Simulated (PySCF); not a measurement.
Potential energy of KO along the bond

Set-up: K 3-21G, O 3-21G; no relativity (PySCF 2.14). Energies in eV from K + O in their ground configurations at the same level. All curves are PBE0. state 1: ²Π (doublet), unpaired electrons π ↑; state 2: ²Σ⁺ (doublet), unpaired electrons σ ↑, a second solution, started from another occupation; state 3: ⁴Σ⁻ (quartet), unpaired electrons σ ↑, π ↑↑, a second solution, started from another occupation; state 4: Ms = 0.5 determinant of mixed spin (⟨S²⟩ near 1.8), unpaired electrons σ ↓, π ↑↑, a second solution, started from another occupation.

| R (Å) | state 1 | state 2 | state 3 | state 4 |
| --- | --- | --- | --- | --- |
| 2.100 | -0.993 | -1.102 | 1.0639 | 1.1204 |
| 2.198 | -1.210 | -1.184 | 0.6542 | 0.7080 |
| 2.296 | -1.321 | -1.181 | 0.3778 | 0.4291 |
| 2.369 | -1.358 | -1.143 | 0.2309 | 0.2806 |
| 2.442 | -1.368 | -1.084 | 0.1208 | 0.1689 |
| 2.515 | -1.358 | -1.010 | 0.0380 | 0.0846 |
| 2.613 | -1.325 | -0.895 | -0.0417 | 0.0030 |
| 2.735 | -1.262 | -0.738 | -0.1077 | -0.0655 |
| 2.882 | -1.171 | -0.540 | -0.1555 | -0.1163 |
| 3.077 | -1.038 | -0.278 | -0.1871 | -0.1519 |

Task: Put a parabola through the three lowest points of the state 1 curve and estimate Re, k and ωe (reduced mass 11.34 u; 1 eV/Å² = 0.16022 mdyn/Å; ωe = 1302.8·√(k/μ) cm⁻¹).

Result: Through R = 2.369, 2.442, 2.515 Å the second-order coefficient is 1.88 eV/Å², so Re ≈ 2.442 Å, k ≈ 0.601 mdyn/Å and ωe ≈ 300 cm⁻¹. A polynomial fit of higher order to the unrounded PBE0 energies gives Re = 2.439 Å, k = 0.584 mdyn/Å, ωe = 296 cm⁻¹; anharmonicity and rounding make the difference.

The higher-order fit for each curve: state 1: Re = 2.439 Å, ωe = 296 cm⁻¹, De = 1.37 eV; state 2: Re = 2.242 Å, ωe = 412 cm⁻¹, minimum 1.19 eV below the ground-state fragments. State 3 gave no clean fit. State 4 gave no clean fit.

⟨S²⟩ of the unrestricted solution departs from its pure value on part of the curve, where spin states mix. Counting both spins, an empty level lies below a filled one in some of these solutions, because spin and occupation are held. 3-21G is very small, so such numbers show the basis as much as the molecule. The state is the lowest determinant that a PBE0 search found; another state may lie lower at other levels.
